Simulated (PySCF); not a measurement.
# Multinuclear NMR of hexafluoroethane

Geometry:
| atom | x (Å) | y (Å) | z (Å) |
| --- | --- | --- | --- |
| F1 | 1.390 | -0.297 | -1.013 |
| C2 | 0.757 | -0.075 | 0.128 |
| F3 | 1.231 | 1.031 | 0.679 |
| F4 | 0.969 | -1.094 | 0.946 |
| C5 | -0.755 | 0.078 | -0.134 |
| F6 | -0.967 | 1.096 | -0.954 |
| F7 | -1.229 | -1.029 | -0.684 |
| F8 | -1.387 | 0.301 | 1.007 |

Theory: structure optimised with PBE0-D3(BJ)/def2-SVP, spin–spin couplings from B3LYP/pcJ-1, PBE/pcSseg-2 with gauge-including orbitals, in PySCF 2.14 (equivalent nuclei averaged, no relativistic terms, isolated molecule, one computed conformer).

Predict the $^{19}$F NMR data.

## Answers


| atoms | environment | σ (ppm) | δ (ppm) |
| --- | --- | --- | --- |
| F1/F3/F4/F6/F7/F8 | fluorine of a CF3 group | 256.2 | -87.4 |

Shieldings were converted by a linear fit to measured shifts: $^{19}$F (scatter 2.5 ppm rms, 7.0 ppm with the 2 outliers that the fit left out vs CFCl3, solution or neat liquid, with a term for F on sp3 carbon). A few per cent of atoms miss by over 2 rms, more outside the fitted compound classes. Couplings are scaled by factors fitted to measured values: $^{1}J$(C,F) × 0.77 (rms 7.3 Hz), $^{2}J$(C,F) × 1.09 (rms 1.9 Hz, 5.0 with 1 outliers); all others are unscaled and can be 10–30 % off.

Couplings (the largest are listed; each averaged over equivalent pairs): $^{1}J$(F1,C2) = -275.4 Hz, $^{2}J$(F1,F3) = 61.4 Hz, $^{2}J$(F1,C5) = 53.1 Hz, $^{3}J$(F1,F6) = 1.1 Hz.

On a 300 MHz spectrometer $^{19}$F resonates near 282.3 MHz, so 1 ppm is 282.3 Hz.
